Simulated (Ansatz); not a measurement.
Molecule: AsH2 (charge 0, doublet). 
Structure (B3LYP-D3(BJ)/def2-TZVP (Ansatz, a program for electronic structure) minimum search):
SMILES: [AsH2]
```xyz
3

As    -0.0239    -0.0491    -0.0281
H     -0.0021     1.4525    -0.3209
H      0.7904     0.1673     1.2490
```
Charge 0, spin multiplicity 2.

Basis-set convergence of Hartree-Fock and MP2 correlation energies (hartree) with Ansatz. Correlated levels leave the core frozen unless marked. Open shells are spin-unrestricted. Spin-orbit coupling is left out. The frozen core is the preceding noble-gas configuration, with the filled d and f shells of earlier blocks. Non-relativistic.

| basis | functions | E(HF) | E(corr, MP2) |
|---|---|---|---|
| cc-pVDZ | 37 | -2235.31066 | -0.09839 |
| cc-pVTZ | 71 | -2235.38487 | -0.12558 |
| cc-pVQZ | 128 | -2235.38830 | -0.13502 |
| cc-pV5Z | 214 | -2235.38874 | -0.13917 |

Extrapolating the two largest sets (X = 4 and 5) as X^-3: E(corr) = (125·(-0.13917) - 64·(-0.13502))/61 = -0.1435 Eh, an estimate of the basis-set limit. The largest set recovers 97.0 % of it, the smallest 68.6 %.
